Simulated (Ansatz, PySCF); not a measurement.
Spin gap between two states, R1 and P1; the higher of the two is an excited state, each structure at its B3LYP-D3(BJ)/def2-TZVP stationary point, reached from a drawn start (curvature not checked).
P1, O2 (SMILES O=O) (charge 0, multiplicity 1):
```xyz
2

O      0.5490     0.1907    -0.1574
O     -0.5490    -0.1907     0.1574
```
R1, O2 (SMILES O=O) (charge 0, multiplicity 3):
| atom | x (Å) | y (Å) | z (Å) |
|---|---|---|---|
| O | 0.0000 | 0.0000 | 0.6022 |
| O | 0.0000 | 0.0000 | -0.6022 |

P less R. No zero-point or thermal terms; singlets are restricted closed shells; open shells are unrestricted; no spin–orbit coupling.

Correlated levels freeze the cores. CBS: X⁻³ extrapolation of the correlation energy, Hartree–Fock from the larger set.

The values were computed with Ansatz (a program for electronic structure); PySCF for the D3/D4 terms. All values are computed, each at the level named.

| level | spin gap (eV) |
|---|---|
| SVWN5/def2-TZVPP | 1.612 |
| r2SCAN-D4/def2-TZVPP | 1.936 |
| B97M-V/def2-TZVPP | 1.653 |
| B2PLYP-D3(BJ)/def2-TZVPP | 1.571 |
| B2PLYP-D4/def2-TZVPP | 1.571 |
| MP2/cc-pVQZ | 1.278 |
| MP2/CBS(cc-pVTZ, cc-pVQZ) | 1.237 |
| CCSD/cc-pVDZ | 1.454 |
| CCSD(T)/CBS(cc-pVTZ, cc-pVQZ) | (withheld) |

### Question
Complete the blanks.

### Answer

- CCSD(T)/CBS(cc-pVTZ, cc-pVQZ), spin gap (eV): 1.272
